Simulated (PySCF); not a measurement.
**Two-component Hartree-Fock for Os⁶²⁺ (osmium, charge +62)**

Start: [Ne] 3s2 3p2; 3p1/2 filled at m_j = -1/2, +1/2. Calculated with PySCF 2.14 in an even-tempered Gaussian basis (18 s from 20 bohr⁻², ratio 2.4; 14 p from 26 bohr⁻², ratio 2.4; 4 d from 88 bohr⁻², ratio 2.6; 4 f from 130 bohr⁻², ratio 2.6): generalised Hartree-Fock with the X2C-1e Hamiltonian and a Gaussian nucleus; one run each with spin-orbit coupling (SO) switched off, then screened by Boettger's factors.

| spinor shell | electrons | ε, spin-free (eV) | ε, screened SO (eV) | weight of nominal j (screened SO) | rms radius, screened SO (bohr) |
| --- | --- | --- | --- | --- | --- |
| 1s1/2 | 2 | -79430.5 | -79389.8 | 1.000 | 0.0200 |
| 2s1/2 | 2 | -17978.9 | -17961.4 | 1.000 | 0.0798 |
| 2p1/2 | 2 | -16319.6 | -17445.4 | 1.000 | 0.0675 |
| 2p3/2 | 4 | -16319.6 | -15853.5 | 1.000 | 0.0749 |
| 3s1/2 | 2 | -7229.3 | -7222.3 | 1.000 | 0.191 |
| 3p1/2 | 2 | -6769.5 | -7047.6 | 1.000 | 0.181 |

```tsv
quantity	spin-free	screened SO
E (hartree)	-12783.49542	-12822.63661
M_J	0	0
⟨J²⟩	2.000	0.000
⟨L²⟩	2.000	1.354
⟨S²⟩	2.000	1.354
```

Breit and QED terms are absent; they matter most for the inner s and p1/2 levels.

Densities and radii are taken from the X2C orbitals without a picture-change correction, which distorts them close to the nucleus.

Without spin-orbit coupling the j labels of p, d and f shells carry no meaning; the spin-free column gives the mean over the occupied spinors of each nl shell.
